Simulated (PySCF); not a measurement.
# Fractional electron number in Bi⁺ (bismuth, charge +1)

The 6p alpha orbital of [Xe] 4f14 5d10 6s2 6p2 is emptied in steps (occupation f), with all orbitals relaxed, ending at [Xe] 4f14 5d10 6s2 6p1. Computed with PySCF 2.14 in aug-cc-pVDZ-PP with ECP60MDF (5s4p3d, 32 functions), with scalar relativity through the core potential. The exact energy is a straight line in f; departures are measured from the line between the end points of the same method.

```tsv
f	UHF (eV)	LDA (eV)	PBE (eV)	PBE0 (eV)	r2SCAN (eV)	LC-wPBE (eV)	BHandHLYP (eV)	wB97X (eV)	HSE06 (eV)
1	0.000	0.000	0.000	0.000	0.000	0.000	0.000	0.000	0.000
0.8	0.055	-0.622	-0.603	-0.438	-0.562	-0.034	-0.293	-0.086	-0.506
0.6	0.081	-0.935	-0.905	-0.656	-0.835	-0.048	-0.439	-0.131	-0.759
0.4	0.080	-0.936	-0.905	-0.654	-0.823	-0.045	-0.440	-0.133	-0.759
0.2	0.053	-0.624	-0.603	-0.435	-0.541	-0.027	-0.294	-0.089	-0.504
0	0.000	0.000	0.000	0.000	0.000	0.000	0.000	0.000	0.000
```

| method | E(f=0) − E(f=1) (eV) | −ε at f=1 (eV) | −ε at f=0.4 (eV) |
| --- | --- | --- | --- |
| UHF | 15.300 | 15.648 | 15.228 |
| LDA | 15.977 | 12.105 | 16.753 |
| PBE | 15.765 | 12.002 | 16.521 |
| PBE0 | 15.821 | 13.079 | 16.377 |
| r2SCAN | 15.905 | 12.364 | 16.653 |
| LC-wPBE | 15.899 | 15.672 | 15.956 |
| BHandHLYP | 15.730 | 13.903 | 16.094 |
| wB97X | 15.543 | 15.016 | 15.645 |
| HSE06 | 15.814 | 12.652 | 16.452 |

Orbital energy along the path (eV):

| f | UHF | LDA | PBE | PBE0 | r2SCAN | LC-wPBE | BHandHLYP | wB97X | HSE06 |
| --- | --- | --- | --- | --- | --- | --- | --- | --- | --- |
| 1 | -15.648 | -12.105 | -12.002 | -13.079 | -12.364 | -15.672 | -13.903 | -15.016 | -12.652 |
| 0.8 | -15.503 | -13.637 | -13.500 | -14.181 | -13.820 | -15.779 | -14.631 | -15.215 | -13.914 |
| 0.6 | -15.363 | -15.189 | -15.009 | -15.282 | -15.260 | -15.875 | -15.361 | -15.424 | -15.182 |
| 0.4 | -15.228 | -16.753 | -16.521 | -16.377 | -16.653 | -15.956 | -16.094 | -15.645 | -16.452 |
| 0.2 | -15.099 | -18.320 | -18.029 | -17.459 | -17.972 | -16.014 | -16.828 | -15.877 | -17.714 |
| 0 | -14.975 | -19.871 | -19.531 | -18.527 | -19.232 | -16.047 | -17.572 | -16.099 | -18.949 |

Reference removal energy between the ground levels: 16.703 eV (measured; NIST Atomic Spectra Database, ionization energies). The calculation has no spin-orbit coupling. UHF lacks correlation.
